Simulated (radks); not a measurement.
Species: Er3+. Configuration: [Xe] 4f11 (the NIST ground configuration).

Method: scalar-relativistic Kohn-Sham, PBE, spin-unpolarised, spherical densities, finite nucleus; Fermi nuclear charge, rms radius 5.2516 fm; computed with a radial shooting solver on a logarithmic mesh with Libxc functionals.

Energy parts (hartree):
part                       energy
total                 -13083.3972
kinetic                14182.0188
electron-nucleus      -32029.2310
Hartree                 5040.3954
exchange-correlation    -276.5805

Orbitals (lengths in bohr, moments of r in powers of bohr):
orbital  occ.  eigenvalue (hartree)      <r>      <r^2>
1s          2             -2109.223  0.02037  0.0005680
2s          2             -355.3761  0.08647   0.008836
2p          6             -314.4942  0.07672   0.007187
3s          2             -80.59608   0.2254    0.05803
3p          6             -68.15616   0.2245    0.05842
3d         10             -52.57438   0.2038    0.04874
4s          2             -16.88583   0.5078     0.2910
4p          6             -12.78982   0.5384     0.3298
4d         10              -7.29930   0.5821     0.3932
5s          2              -3.01242    1.229      1.696
5p          6              -2.03502    1.433      2.322
4f         11              -1.30247   0.7665     0.7652

The highest occupied level is 4f at -35.442 eV. The density falls to 0.001 e/bohr^3 at r = 3.13 bohr. The electron density at the nucleus is 9.197e+05 e/bohr^3 (large components only).
